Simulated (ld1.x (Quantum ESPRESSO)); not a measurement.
**u(r) = r·R(r): atom against pseudo-atom (Fe)**

Columns: radius, all-electron u(r) and pseudo u(r) of the 3p shell (level -78.35 eV) of iron in the configuration [Ne] 3s2 3p6 3d6 4s0 4p0; PBEsol, scalar-relativistic, TM scheme, ld1.x (Quantum ESPRESSO) 7.5.

| r (bohr) | all-electron | pseudo |
| --- | --- | --- |
| 0.078 | 0.4383 | -0.0346 |
| 0.155 | 0.5999 | -0.1329 |
| 0.232 | 0.3496 | -0.2838 |
| 0.310 | -0.0684 | -0.4723 |
| 0.388 | -0.4750 | -0.6740 |
| 0.465 | -0.7898 | -0.8611 |
| 0.542 | -1.0013 | -1.0132 |
| 0.620 | -1.1195 | -1.1146 |
| 0.698 | -1.1613 | -1.1571 |
| 0.775 | -1.1484 | -1.1472 |
| 0.852 | -1.0995 | -1.0994 |
| 0.930 | -1.0275 | -1.0275 |
| 1.008 | -0.9434 | -0.9434 |
| 1.085 | -0.8560 | -0.8560 |
| 1.162 | -0.7687 | -0.7687 |
| 1.240 | -0.6838 | -0.6838 |
| 1.318 | -0.6042 | -0.6042 |
| 1.395 | -0.5318 | -0.5318 |
| 1.472 | -0.4660 | -0.4660 |
| 1.550 | -0.4061 | -0.4061 |
| 1.628 | -0.3527 | -0.3527 |
| 1.705 | -0.3060 | -0.3060 |
| 1.782 | -0.2648 | -0.2648 |
| 1.860 | -0.2282 | -0.2282 |
| 1.938 | -0.1964 | -0.1964 |
| 2.015 | -0.1689 | -0.1689 |

How many radial nodes do the two functions have?

The all-electron 3p function has n − l − 1 = 1; the pseudo-wave has 0, since the states of the same l below it are removed with the core.

At about which radius was the pseudo-wave matched?

0.95 bohr. The columns agree to 0.0005 from 0.85 bohr on; several derivatives are matched, so the curves merge somewhat inside the radius.

Is the pseudo-wave norm-conserving?

Yes: the TM scheme keeps the norm inside the radius equal to the all-electron one, which fixes the energy derivative of the logarithmic derivative at the level.
